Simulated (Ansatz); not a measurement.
This geometry of H₄SnTe (6 atoms, charge 0, multiplicity 1) is a first-order saddle point.

Theory: RKS r2SCAN-D4/def2-SVP (Ansatz).

```xyz
6
Properties=species:S:1:pos:R:3
Sn -0.303 -0.368 -0.518
Te 0.284 0.339 2.082
H 0.177 -1.991 -0.777
H -1.992 -0.225 -0.766
H 0.551 0.688 -1.558
H 1.282 1.557 1.537
```

(1) Which two structures does it join? (They come from a converged band through this point; their orientation in space is the band's.)

(2) How far does it lie above each of them?

## Answers

(1) No bond is made or broken. The dihedral H5–Sn1–Te2–H6 goes from -61 to 61°. The two ends are copies of one structure, up to a mirror image or an exchange of like atoms.

Image 0:

```xyz
6
Properties=species:S:1:pos:R:3
Sn -0.342 -0.260 -0.551
Te 0.002 0.805 1.960
H 0.502 -1.744 -0.685
H -2.027 -0.511 -0.705
H 0.213 0.838 -1.743
H 1.651 0.873 1.724
```

Image 8:

```xyz
6
Properties=species:S:1:pos:R:3
Sn -0.131 -0.405 -0.554
Te 0.798 0.263 1.945
H 0.257 -2.058 -0.751
H -1.826 -0.169 -0.639
H 0.649 0.543 -1.749
H 0.254 1.827 1.747
```

(2) 1.8 kJ/mol above the first and 1.8 kJ/mol above the second. This is the barrier of this one path; another mechanism may lie lower.

Time of the run: 2.7 min on 1 thread of Arm Neoverse V1, with other jobs on the host, peak memory 0.13 GiB.
